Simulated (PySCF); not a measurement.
Level of theory: PySCF with PBE-D3(BJ)/def2-TZVP. All species are isolated molecules in the gas phase. One relaxed conformer stands for a flexible species; it need not be the lowest. Excitations are Tamm–Dancoff values on a coarser integration grid. The basis has no diffuse functions, so Rydberg states are missing or too high.

Reference species (SMILES): `C1C(O)=C1` (H–O–C–C torsion 180°) (neutral, multiplicity 1).

- HOMO: -5.35 eV
- S1–T1 gap (TDA): 0.85 eV
- HOMO–LUMO gap: 5.22 eV
- S1 oscillator strength: 0.000

Changed species: `CC=C=O`.

Question: What does the change do to the HOMO, S1–T1 gap (TDA), HOMO–LUMO gap and S1 oscillator strength?

Answer: the HOMO drops by 0.05 eV, to -5.40 eV; the S1–T1 gap (TDA) drops by 0.45 eV, to 0.40 eV; the HOMO–LUMO gap decreases by 1.88 eV, to 3.34 eV; the S1 oscillator strength stays essentially unchanged.
